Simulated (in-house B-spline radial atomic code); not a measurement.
# Ionising the molybdenum ion Mo⁵⁺ with different functionals

Computed with an all-electron radial atomic-structure program (B-spline basis): non-relativistic Hamiltonian, point nucleus, spin-polarised at highest spin, spherical fractional occupations for the functionals, and exact exchange of hybrids averaged over the configuration. The ionisation energy is the difference of two self-consistent energies, [Kr] 4d1 → [Ar] 3d10 4s2 4p6, without Breit or QED terms; ε is the level of the shell that loses the electron (its least bound occupied spin orbital). There is no spin-orbit coupling in this Hamiltonian.

| method | rung | ΔSCF (eV) | -ε(4d) (eV) |
| --- | --- | --- | --- |
| PBE0 | global hybrid | 69.41 | 63.93 |
| B3LYP | global hybrid | 69.46 | 63.54 |
| TPSSh | global hybrid | 69.26 | 62.59 |
| M06-2X | global hybrid | 69.53 | 66.22 |
| BHandHLYP | global hybrid | 69.28 | 65.74 |
| r2SCAN0 | global hybrid | 69.03 | 63.70 |
| B97-1 | global hybrid | 69.34 | 63.49 |
| HSE06 | range-separated hybrid | 69.37 | 63.48 |
| wB97X | range-separated hybrid | 69.15 | 66.35 |
| CAM-B3LYP | range-separated hybrid | 69.44 | 65.44 |
| LC-wPBE | range-separated hybrid | 69.49 | 66.98 |

Problem. Among the functionals, which spreads more, the ΔSCF values or the orbital energies?

Solution. The orbital energies: ΔSCF values span about 0.50 eV and the orbital energies 4.39 eV; here energy differences depend much less on the functional than eigenvalues do.

Problem. How do they compare with the NIST value?

Solution. NIST lists 68.827 eV (measured, ground level to ground level). Errors run from +0.20 to +0.70 eV; r2SCAN0 is closest (+0.20 eV), but part of that can be cancellation, since the calculations leave out relativity, Breit-QED terms, multiplet and fine-structure energies.
